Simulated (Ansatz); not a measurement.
FH7O3Si3, SMILES `O[Si](F)(O[SiH3])O[SiH3]` from Hartree–Fock to CCSD(T)

Z-matrix (Å, degrees):
```
Si
F 1 1.584
O 1 1.612 2 107.3
O 1 1.602 2 107.7 3 120.8
O 1 1.619 2 110.3 3 -121.0
Si 3 1.640 1 146.5 2 78.8
Si 4 1.639 1 150.0 2 151.3
H 5 0.957 1 118.8 2 71.0
H 6 1.484 3 110.0 1 -74.8
H 6 1.482 3 107.8 1 165.5
H 6 1.485 3 109.9 1 45.9
H 7 1.484 4 110.3 1 -3.4
H 7 1.482 4 108.8 1 -124.0
H 7 1.484 4 108.4 1 116.7
```

Total charge 0; spin multiplicity 1. Geometry: relaxed with PBE0-D4/def2-TZVP. It is one conformer, not always the lowest. Frozen core, restricted reference, the Gaussian-basis code of Ansatz. CBS rows extrapolate triple and quadruple zeta; past MP2 they add the triple-zeta difference.

```json
{"basis": "def2-TZVPP", "HF (Eh)": "-1195.43820", "MP2 corr.": "-1.30881"}
{"basis": "def2-QZVPP", "HF (Eh)": "-1195.48395", "MP2 corr.": "-1.41986"}
```

Task: Estimate the CCSD correlation energy and the (T) correction in each basis where they were run (hartree).

Result: 
| basis | CCSD corr. | (T) |
| --- | --- | --- |
| def2-TZVPP | -1.35603 | -0.04387 |
| CBS(def2) | -1.54934 | as TZ |
